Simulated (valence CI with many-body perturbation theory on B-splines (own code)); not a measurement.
Values are calculated unless marked as measured or tabulated.
Level structure of Au LXXV

Level of theory: valence CI with perturbative core correlation (CI+MBPT): three valence electrons over a frozen Dirac-Fock core [He], radial functions for each j: 9 s, 9 p, 8 d, 6 f, 3 g, 1 h, with the one-electron correlation potential Σ1 (screened to all orders), the two-electron term Σ2, the three-electron term Σ3, Breit, model QED; selected single and double excitations, second order for the rest, scaled by the run's own slope (own B-spline code, finite nucleus).

The last digits are not significant, and no measured levels were compared; by estimate large intervals hold to a few tenths of a per cent, small ones and those within an open d or f shell to about a per cent.

Levels 1 to 42 of 42, with energies above the lowest level, (2s^2 2p1/2) J=1/2. "Leading %" is the weight of the configuration and term that name the level; weights of strongly mixed levels are sums over their largest components and can fall short, so below about 35 % the name and the second component can differ from the true leading terms, or belong to a minority configuration. In the jj column 3d3/2^4 stands for four electrons in 3d with j = 3/2.

```tsv
No.	Configuration	Term	J	E (× 10³ cm⁻¹)	Leading %	Second component	Leading jj	g
1	2s2 2p	2P°	1/2	0.00	100		2s^2 2p1/2 (100 %)	0.607
2	2s 2p2	4P	1/2	2458.0	48	32 % 2s 2p2 2S	2s 2p1/2^2 (100 %)	2.003
3	2s2 2p	2P°	3/2	15948	99		2s^2 2p3/2 (99 %)	1.292
4	2s 2p2	4P	3/2	17687	89	7 % 2s 2p2 2D	2s 2p1/2 2p3/2 (100 %)	1.609
5	2s 2p2	2D	5/2	18026	64	36 % 2s 2p2 4P	2s 2p1/2 2p3/2 (100 %)	1.296
6	2s 2p2	2P	1/2	18676	68	32 % 2s 2p2 4P	2s 2p1/2 2p3/2 (100 %)	1.273
7	2s 2p2	2D	3/2	18690	61	38 % 2s 2p2 2P	2s 2p1/2 2p3/2 (100 %)	0.969
8	2p3	2P°	3/2	21227	49	27 % 2p3 2D°	2p1/2^2 2p3/2 (99 %)	1.303
9	2s 2p2	4P	5/2	33778	64	36 % 2s 2p2 2D	2s 2p3/2^2 (100 %)	1.412
10	2s 2p2	2S	1/2	34745	68	20 % 2s 2p2 4P	2s 2p3/2^2 (100 %)	1.916
11	2s 2p2	2P	3/2	34749	58	32 % 2s 2p2 2D	2s 2p3/2^2 (100 %)	1.162
12	2p3	4S°	3/2	36734	56	44 % 2p3 2D°	2p1/2 2p3/2^2 (100 %)	1.428
13	2p3	2D°	5/2	36916	100		2p1/2 2p3/2^2 (100 %)	1.155
14	2p3	2P°	1/2	37432	100		2p1/2 2p3/2^2 (100 %)	0.607
15	2p3	2P°	3/2	53059	51	28 % 2p3 2D°	2p3/2^3 (100 %)	1.282
16	2s2 3s	2S	1/2	100070	98		2s^2 3s (98 %)	1.978
17	2s2 3p	2P°	1/2	100870	96		2s^2 3p1/2 (96 %)	0.653
18	2s 2p 3s	4P°	1/2	101710	85	14 % 2s 2p 3s 2P°	2s 2p1/2 3s (99 %)	2.346
19	2s 2p 3s	4P°	3/2	101960	58	42 % 2s 2p 3s 2P°	2s 2p1/2 3s (100 %)	1.519
20	2s 2p 3s	2P°	1/2	102240	95	4 % 2s 2p 3s 4P°	2s 2p1/2 3s (99 %)	0.681
21	2s 2p 3p	4D	1/2	102390	72	22 % 2s 2p 3p 2P	2s 2p1/2 3p1/2 (100 %)	0.256
22	2s 2p 3p	4D	3/2	102640	39	35 % 2s 2p 3p 2D	2s 2p1/2 3p1/2 (100 %)	1.075
23	2s 2p 3p	4P	1/2	103050	45	31 % 2s 2p 3p 2S	2s 2p1/2 3p1/2 (99 %)	1.895
24	2p2 3s	4P	1/2	104640	45	31 % 2p2 3s 2S	2p1/2^2 3s (98 %)	1.977
25	2p2 3p	2P°	1/2	105270	46	37 % 2p2 3p 4D°	2p1/2^2 3p1/2 (98 %)	0.640
26	2s2 3p	2P°	3/2	105580	98		2s^2 3p3/2 (98 %)	1.316
27	2s2 3d	2D	3/2	106090	98		2s^2 3d3/2 (98 %)	0.782
28	2s 2p 3p	4P	3/2	107210	31	27 % 2s 2p 3p 4D	2s 2p1/2 3p3/2 (100 %)	1.383
29	2s2 3d	2D	5/2	107300	82	7 % 2s 2p 3p 4D	2s^2 3d5/2 (82 %)	1.203
30	2s 2p 3p	4D	5/2	107520	35	25 % 2s 2p 3p 2D	2s 2p1/2 3p3/2 (83 %)	1.286
31	2s 2p 3p	2D	3/2	107520	42	25 % 2s 2p 3p 2P	2s 2p1/2 3p3/2 (100 %)	1.238
32	2s 2p 3p	2P	1/2	107560	45	20 % 2s 2p 3p 2S	2s 2p1/2 3p3/2 (99 %)	1.334
33	2s 2p 3d	4F°	3/2	107620	69	14 % 2s 2p 3d 2D°	2s 2p1/2 3d3/2 (100 %)	0.573
34	2s 2p 3d	4F°	5/2	107890	39	35 % 2s 2p 3d 2F°	2s 2p1/2 3d3/2 (99 %)	0.993
35	2s 2p 3d	2P°	3/2	108040	30	23 % 2s 2p 3d 2D°	2s 2p1/2 3d3/2 (99 %)	1.140
36	2s 2p 3d	4D°	1/2	108070	53	41 % 2s 2p 3d 2P°	2s 2p1/2 3d3/2 (99 %)	0.440
37	2s 2p 3d	4P°	5/2	108940	33	30 % 2s 2p 3d 4D°	2s 2p1/2 3d5/2 (100 %)	1.295
38	2s 2p 3d	2F°	7/2	109200	41	36 % 2s 2p 3d 4F°	2s 2p1/2 3d5/2 (100 %)	1.214
39	2s 2p 3d	2F°	5/2	109300	46	26 % 2s 2p 3d 2D°	2s 2p1/2 3d5/2 (100 %)	1.075
40	2s 2p 3d	2P°	3/2	109300	38	31 % 2s 2p 3d 2D°	2s 2p1/2 3d5/2 (96 %)	1.125
41	2p2 3p	2P°	3/2	110120	34	19 % 2p2 3p 4D°	2p1/2^2 3p3/2 (95 %)	1.313
42	2p2 3d	2D	3/2	110490	43	32 % 2p2 3d 4F	2p1/2^2 3d3/2 (98 %)	0.780
```

The ionisation energy to 2s2 1S_0 of the next ion comes out as 21918 eV (NIST: 21920 ± 90 eV (theoretical)). All 42 levels together are meant to be complete up to 111830 × 10³ cm⁻¹.
